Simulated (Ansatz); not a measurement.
FGeH$_{7}$Si$_{2}$, SMILES `F[SiH]([SiH3])[GeH3]`, charge 0, multiplicity 1.

(1) Give a relaxed structure at PBE0-D4/def2-TZVP (Ansatz 0.2.0). (Best estimate.)

Answers

(1) The calculation gave: 
Cartesian coordinates in Å:
```
F -1.554 1.714 0.054
Si -0.918 0.249 -0.172
Si 0.762 0.367 -1.800
Ge -0.069 -0.558 1.905
H -2.018 -0.641 -0.638
H 0.238 0.884 -3.092
H 1.295 -1.008 -2.004
H 1.867 1.246 -1.333
H 1.066 0.347 2.411
H 0.498 -1.973 1.691
H -1.167 -0.625 2.977
```
This is one stationary point; other conformers may exist.
